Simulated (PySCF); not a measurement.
**Gas-phase XPS of SiSe, computed**

Compound: SiSe (singlet state).
Numbering: `[Si:1][Se:2]`

Method: delta-SCF UKS SCAN, pcX-2 on the ionised atom, pcseg-1 elsewhere, spin-free X2C in PySCF. These are vertical core ionisation energies against the vacuum level, from separate self-consistent calculations with and without the core hole.

Problem. List the computed XPS lines with their assignment.

Solution. 
| atom(s) | environment | level | binding energy (eV) | 2p1/2 (eV) | count |
| --- | --- | --- | --- | --- | --- |
| Si1 | silicon bonded to Se | Si 1s | 1848.00 | – | 1 |
| Si1 | silicon bonded to Se | Si 2p3/2 | 108.10 | 108.73 | 1 |

Problem. Which photon energy gives electrons from Si 1s of Si1 a kinetic energy of 150 eV, and what is their de Broglie wavelength?

Solution. hν = 1848.00 + 150 = 1998.00 eV, recoil neglected; λ = 12.264 Å/√(E/eV) = 1.00 Å.

Problem. Which photon wavelength matches the Si 1s of Si1 threshold?

Solution. λ = hc/E = 12398.42 eV Å / 1848.00 eV = 6.709 Å.

The 2p values aren't plain energy differences: one relaxed spin-free 2p hole is combined with a matrix within the shell (ground-state 2p orbital-energy differences and spin–orbit coupling). 2p3/2, the mean of its two sublevels, lies a third of the splitting below the shell's mean and 2p1/2 two thirds above it; the statistical areas are 2:1. 2p1/2 minus 2p3/2 (ligand field included): Si 0.63 eV. No level of selenium is listed. Isolated species at its PBE0-D3(BJ)/def2-SVP geometry, gas phase.
